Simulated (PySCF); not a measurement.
**Orbital picture of SbCl**

PBE0 at R = 2.353 Å; PySCF, scalar-relativistic core potentials, basis sets Sb cc-pVTZ-PP with ECP28, Cl cc-pV(T+d)Z. State: ³Σ⁻ (triplet), unpaired electrons π ↑↑. Only the outer orbitals are listed, counted within each symmetry, core potentials removing the inner ones.

| spin | orbital | occ. | ε (eV) | on Sb (%) | main shells (%) |
| --- | --- | --- | --- | --- | --- |
| α | 7σ | 1 | -22.73 | 8 | 91 Cl s |
| α | 8σ | 1 | -15.63 | 83 | 82 Sb s, 11 Cl p |
| α | 9σ | 1 | -10.09 | 37 | 62 Cl p, 25 Sb p, 10 Sb s |
| α | 4π | 1 | -9.63 | 14 | 86 Cl p, 13 Sb p |
| α | 4π | 1 | -9.63 | 14 | 86 Cl p, 13 Sb p |
| α | 5π | 1 | -6.41 | 88 | 87 Sb p, 12 Cl p |
| α | 5π | 1 | -6.41 | 88 | 87 Sb p, 12 Cl p |
| α | 10σ | 0 | -1.77 | 83 | 76 Sb p, 18 Cl p |
| α | 11σ | 0 | 2.07 | 103 | 99 Sb s |
| α | 2δ | 0 | 4.24 | 98 | 98 Sb d |
| β | 7σ | 1 | -22.54 | 7 | 92 Cl s |
| β | 8σ | 1 | -14.12 | 74 | 73 Sb s, 20 Cl p |
| β | 9σ | 1 | -9.65 | 44 | 56 Cl p, 23 Sb p, 20 Sb s |
| β | 4π | 1 | -9.24 | 7 | 93 Cl p |
| β | 4π | 1 | -9.24 | 7 | 93 Cl p |
| β | 5π | 0 | -2.97 | 94 | 94 Sb p |
| β | 5π | 0 | -2.97 | 94 | 94 Sb p |
| β | 10σ | 0 | -1.17 | 86 | 78 Sb p, 15 Cl p |

Which are the highest filled and the lowest empty level, where do they sit, and how wide is the gap?

Highest filled α 5π at -6.41 eV (in %: 87 Sb p, 12 Cl p); lowest empty β 5π at -2.97 eV (in %: 94 Sb p); the gap at PBE0 is 3.44 eV. Both belong to one degenerate shell, split only by its one-sided filling, so this is no excitation gap.

The bond order (Mayer) is 1.08, the ⟨S²⟩ is 2.005 and the charge on Sb (Mulliken, basis-dependent) is 0.30. The charge on Sb (Löwdin, basis-dependent) is 0.11 and the dipole moment (positive dipole means Sb(−)Cl(+)) is -2.15 D. The polarisability along the bond is 66.0 bohr³ and the polarisability across the bond is 40.1 bohr³.

Shares are Mulliken populations and can fall outside 0 to 100 %.

Spin–orbit coupling is left out. The state was picked by a PBE0 search and need not be the measured ground state.
